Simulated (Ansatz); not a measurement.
Ansatz (a first-principles code) input (CCSD(T)/cc-pCVTZ): A basis named .json is the Basis Set Exchange file of that set (core-valence sets with the plain set on hydrogen).

Ansatz 0.2 input:
```yaml
crystal:
  periodic: [false, false, false]
  atoms:
    - {symbol: N, position_ang: [0.00000000, 0.00000000, 0.00000000]}
basis:
  gaussian:
    orbitals: cc-pCVTZ.json
magnetization: {spin_polarized: true, initial_magnetization: 3}
correlation: {method: ccsd_t, frozen_orbitals: {N: 0}}
scf: {lower_state_search: full}
```

Output:

```
Functional definition: HF
integrals: 0.01 GiB planned
261 factors; integrals over basis functions are off by at most 9.4e-5 eV
mean field: 0.06 GiB planned
mean field evaluation 1: about -1480.2189 eV, gradient 5.5e0 eV
mean field evaluation 2: about -1480.2193 eV, gradient 5.5e0 eV
mean field evaluation 4: about -1480.3217 eV, gradient 1.7e-1 eV
mean field evaluation 8: about -1480.3218 eV, gradient 1.9e-6 eV
mean field evaluation 16: about -1479.5270 eV, gradient 9.4e0 eV
mean field evaluation 32: about -1469.3346 eV, gradient 3.5e-1 eV
mean field -1480.32175636 eV, -54.4008211482 hartree, gradient 1.9e-6 eV, S^2 3.756671; 3 other end points of the search recorded, 0 dependent functions left out
reference -1480.32175636 eV, -54.4008211482 hartree; 5, 2 occupied and 38, 41 virtual orbitals, 261 factors
second order -4.00265722 eV of doubles, -0.00000000 eV of singles
coupled cluster: 0.08 GiB planned
cycle   1  -4.37147473 eV  change   -3.7e-1 eV  update   2.9e-2
cycle   2  -4.46160778 eV  change   -9.0e-2 eV  update   9.8e-3
cycle   3  -4.46662450 eV  change   -5.0e-3 eV  update   2.6e-3
cycle   4  -4.46651725 eV  change    1.1e-4 eV  update   6.0e-4
cycle   5  -4.46657097 eV  change   -5.4e-5 eV  update   1.7e-4
cycle   6  -4.46661393 eV  change   -4.3e-5 eV  update   3.3e-5
cycle   7  -4.46661358 eV  change    3.5e-7 eV  update   5.2e-6
perturbative correction -0.07074010 eV, -0.0025996507 hartree
Total energy: -1484.85911004 eV, -54.5675658204 hartree
```
